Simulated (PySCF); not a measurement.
Compound: C₆H₁₃FOSi₂.
Geometry (GFN2-xTB, Å), atoms numbered from 1 in this order:
```xyz
23
C6H13FOSi2 angstrom
C     -3.259    1.858   -0.518
O     -2.759    0.652   -1.055
C     -1.684    0.031   -0.489
Si    -1.366   -1.538   -1.504
C     -0.955    0.399    0.565
F     -1.242    1.565    1.257
Si     0.523   -0.472    1.347
C      2.113    0.303    0.697
C      2.820   -0.289   -0.492
C      3.420   -0.420    0.867
H     -4.109    2.127   -1.144
H     -2.511    2.654   -0.557
H     -3.592    1.729    0.514
H      0.017   -1.561   -1.986
H     -1.615   -2.724   -0.680
H     -2.295   -1.493   -2.630
H      0.482   -1.903    1.031
H      0.432   -0.248    2.795
H      2.176    1.383    0.771
H      3.286    0.383   -1.199
H      2.403   -1.173   -0.950
H      4.302    0.158    1.102
H      3.406   -1.391    1.337
```

NICS = −σ at a ghost point: NICS(0) at the centroid of the ring atoms, NICS(1) 1 Å to either side along the normal of their mean plane, zz for the tensor component along that normal. Level: GIAO PBE0/pcSseg-1 (PySCF, non-relativistic, gas phase) on the GFN2-xTB geometry, one conformer.

Ring bond lengths (Å), with Mayer bond orders in brackets: C8–C9 1.504 (0.96), C9–C10 1.491 (0.97), C10–C8 1.503 (0.95).

Problem. Give the NICS values of each ring in ppm.

Solution. 
```csv
ring,type,NICS(0),"NICS(1), two faces","NICS(1)zz, two faces",rms pucker (Å),"centre to ring atoms, mean (Å)"
C8–C9–C10,3-membered carbocycle; formal bonds all single,-44.8,-8.2 / -8.9,-23.9 / -23.5,0.00,0.87
```

Problem. What can be read from them?

Solution. 
- C8–C9–C10: mean NICS(1)zz -23.7 ppm, shielded. C8, C9, C10 have four or more neighbours, and the NICS criterion for π rings isn't applied. NICS(0) lies 36 ppm below the mean NICS(1).

Problem. What is the mean of the two in-plane components of NICS at the second NICS(1) probe listed for ring C8–C9–C10, 1 Å off the ring?

Solution. The isotropic value is a third of the trace: (3 × -8.9 − (-23.5))/2 = -1.6 ppm.

Problem. List the ring angles and the Hirshfeld charges of the ring atoms.

Solution. 
- C8–C9–C10: C8 59.4° (-0.134 e), C9 60.2° (-0.087 e), C10 60.3° (-0.088 e); sum 180.0° against 180° for a flat convex ring.

Problem. How shielded are the nuclei of the rings and their hydrogens (means over atoms taken as equivalent)?

Solution. 
```csv
atoms,environment,σ isotropic (ppm),"principal values of the symmetric part, first atom (ppm)"
C8,sp3 carbon bound to silicon,190.8,"160.7, 185.8, 225.7"
C9 (×2),three-membered-ring carbon,182.8,"151.4, 176.3, 215.8"
H19,methine hydrogen,31.66,"24.5, 28.7, 41.8"
H20 (×2),methylene hydrogen,30.98,"25.4, 26.3, 41.1"
H21 (×2),methylene hydrogen,31.46,"25.5, 28.3, 40.1"
```

Hardware: Arm Neoverse V1, one thread, on a shared host. Cost: 91 s wall (with the writing of density and orbital grids), 1.1 GiB resident at most. This is the whole shielding run at PBE0/pcSseg-1, SCF included.
